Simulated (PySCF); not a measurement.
CH4N (SMILES [CH2]N), doublet, geometry from GFN2-xTB, atoms displaced at random by about 0.1 Å a coordinate. Base run: HF/6-31G (PySCF).

Here is a job for PySCF.
```python
from pyscf import gto, scf
from pyscf.geomopt import geometric_solver

mol = gto.Mole()
mol.atom = '''
    C     0.212618    0.594018   -0.005563
    N    -0.126701   -0.554959   -0.125779
    H    -0.433739   -1.057620    0.864475
    H    -0.413604   -0.937897   -0.555791
    H     0.562790    0.981322    0.853302
    H     0.355182    0.979676   -1.058773
'''
mol.basis = '6-31g'
mol.charge = 0
mol.spin = 1
mol.verbose = 3
mol.build()

def method(m):
    mf = scf.UHF(m)
    return mf

conv, mol_eq = geometric_solver.kernel(method(mol), maxsteps=100)
print('optimisation converged:', conv)
print(mol_eq.tostring(format='xyz'))
mf = method(mol_eq)
mf.kernel()
```

Each row names what was changed in the base input (with any setting that the change needs).

| change | ΔE vs base (µEh) | optimiser steps |
|---|---|---|
| base | 0.0 | 19 |
| coordsys = prim | -0.1 | 14 |
| coordsys = hdlc | 0.5 | 14 |
| convergence_set = GAU_VERYTIGHT | -0.1 | 26 |
| convergence_set = NWCHEM_LOOSE | 0.0 | 19 |
| coordsys = cart | 1.2 | 26 |
| trust = 0.02 | -0.1 | 17 |

Open shells are given as the SCF converged; they aren't shown to be the lowest states, and a large step between rows can be another state.
